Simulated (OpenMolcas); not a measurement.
# Pt4+: moving or changing the point charges

Pt4+ among 6 point charges of -1.7 e arranged as a trigonal prism (D3h), 2.12 Å from the ion, with a polar angle of 49.6° against the regular 49.1°.
```
   1.6142    0.0000    1.3743  -1.70
  -0.8071    1.3980    1.3743  -1.70
  -0.8071   -1.3980    1.3743  -1.70
   1.6142    0.0000   -1.3743  -1.70
  -0.8071    1.3980   -1.3743  -1.70
  -0.8071   -1.3980   -1.3743  -1.70
```

```yaml
Program: OpenMolcas 26.06
Method: "SS-CASPT2, IPEA 0.25 Eh, imaginary shift 0.1 Eh (closed shells correlated: 4f 5s 5p)"
Basis: ANO-RCC-VDZP [7s6p4d2f]
Scalar_Hamiltonian: DKH2, point nucleus
Active_space: 6 electrons in 5 orbitals (5d)
State_averaging: 2S+1 = 5 even, 5 roots; 2S+1 = 3 even, 45 roots; 2S+1 = 1 even, 50 roots
Spin-orbit_coupling: state interaction with AMFI integrals over the reference wave functions
```

Runs around this geometry, states (labels of D3, the rotations of D3h). Energies in cm-1 above the lowest state or level, χT in cm3 K/mol.

```csv
R (Å),q (e),Polar angle / regular,Ground state,First state of that spin,First gap with spin-orbit (degeneracies),χT at 300 K,First state of another spin
2.12,-1.36,1.01,5E,5A1 2670,"1340 (2, 1)",4.535,3E 17630
2.01,-1.7,1.01,5E,5A1 3550,"1620 (2, 1)",4.483,3E 15790
2.12,-1.7,1.01,5E,5A1 3290,"1520 (2, 1)",4.501,3E 16900
2.35,-1.7,1.01,5E,5A1 2770,"1280 (2, 1)",4.544,3E 18250
2.12,-1.7,1.09,5A1,5E 550,"730 (2, 1)",4.747,3A2 16900
```

Taking the first state of the same spin as R^-n, n = -ln(2770 / 3550) / ln(2.35 / 2.01) = 1.6 between the shortest and longest distance.

Scaling the charges by -1.36 / -1.7 = 0.80 scales the first state of the same spin by 2670 / 3290 = 0.81; with fixed orbitals a first-order splitting would follow the charge.

The ground state changes within this set.

Roots that are degenerate in the reference are averaged as groups; the widest CASPT2 spread within a group is 120 cm-1 (the 2-fold group of multiplicity 5 near 0 cm-1 above the lowest state of its run, R = 2.35, q = -1.7, ratio = 1.01). Shifts and gaps below about the spread of the groups concerned are not significant. Point charges give a weaker field than real ligands, and real ions of this kind are as a rule low spin; the high spin found here belongs to the model. Free-ion shares, where given, are those of the reference states; single-state CASPT2 does not remix them. An orbital doublet at a regular site is open to a Jahn-Teller distortion, which this geometry leaves out (holds for R = 2.12, q = -1.36, ratio = 1.01; R = 2.01, q = -1.7, ratio = 1.01; R = 2.12, q = -1.7, ratio = 1.01; R = 2.35, q = -1.7, ratio = 1.01). The ground term spreads over less than 5000 cm-1, several times less than with real ligands, so orbital moments are less quenched and χT lies further from the spin-only value than at real sites (holds for R = 2.35, q = -1.7, ratio = 1.01; R = 2.12, q = -1.7, ratio = 1.09). Point charges carry no covalency, so the field is a model and not that of real ligands. No measured value stands beside these numbers.
